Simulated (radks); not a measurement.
Problem. Species: Zn4+. Configuration: [Ar] 3d7.75 4d0.25 (fractional occupations, a model configuration). Method: Dirac Kohn-Sham, PBE, spin-unpolarised, spherical densities, finite nucleus; open shells fill j = l - 1/2 first; Fermi nuclear charge, rms radius 3.9283 fm; computed with a radial shooting solver on a logarithmic mesh with Libxc functionals. Some entries of the table are withheld. Estimate them.

orbital  occ.  eigenvalue (eV)  <r> (bohr)  <r^2> (bohr^2)
1s1/2       2        -9594.411     0.05031        0.003405
2s1/2       2        -1230.145      0.2259         0.06029
2p1/2       2        -1091.831      0.1959         0.04717
2p3/2       4        -1067.967      0.1993         0.04869
3s1/2       2        -198.2258      0.6705          0.5178
3p1/2       2        -154.0610      0.6882          0.5558
3p3/2       4        -150.8525      0.6977          0.5712
3d3/2       4         -76.8716      0.7623          0.7252
3d5/2    3.75         -76.4348      0.7661          0.7323
4s1/2       0         -51.0657       1.843           3.827
4p1/2       0         -40.9354       2.065             (1)
4p3/2       0         -40.5459       2.085             (2)
4d3/2    0.25         -26.2037       2.728             (3)
4d5/2       0         -26.1574       2.733             (4)
4f5/2       0         -16.4184       3.752           15.78
4f7/2       0         -16.4177       3.753           15.78

Solution. 
(1) 4p1/2 <r^2> (bohr^2): 4.825
(2) 4p3/2 <r^2> (bohr^2): 4.915
(3) 4d3/2 <r^2> (bohr^2): 8.480
(4) 4d5/2 <r^2> (bohr^2): 8.515
